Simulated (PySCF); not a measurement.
Zn: excitation energy

Zn [Ar] 3d10 4s2 (1S) → Zn [Ar] 3d10 4s1 4p1 (3P), as a difference of total energies. Calculation: PySCF 2.14, in aug-cc-pVQZ-DK (9s8p6d4f3g2h, 140 functions); the spin-free X2C one-electron Hamiltonian (Gaussian nucleus). Correlated levels: valence: [Ar] frozen. The calculations carry no spin-orbit coupling.

```json
{"method": "UHF", "excitation energy (eV)": "2.716"}
{"method": "LDA", "excitation energy (eV)": "4.484"}
{"method": "PBE", "excitation energy (eV)": "4.242"}
{"method": "PBE0", "excitation energy (eV)": "3.929"}
{"method": "r2SCAN", "excitation energy (eV)": "3.942"}
{"method": "B2PLYP", "excitation energy (eV)": "4.166"}
{"method": "MN15", "excitation energy (eV)": "4.271"}
{"method": "BHandHLYP", "excitation energy (eV)": "3.965"}
{"method": "MP2 (valence)", "excitation energy (eV)": "3.924"}
{"method": "SCS-MP2 (valence)", "excitation energy (eV)": "4.033"}
```

Task: Which method comes closest to the reference value, and which is furthest?

Result: The reference is 4.054 eV (measured; NIST levels, between the centres of gravity of the two terms). Closest: SCS-MP2 (valence) (error -0.021 eV); furthest: UHF (error -1.338 eV).
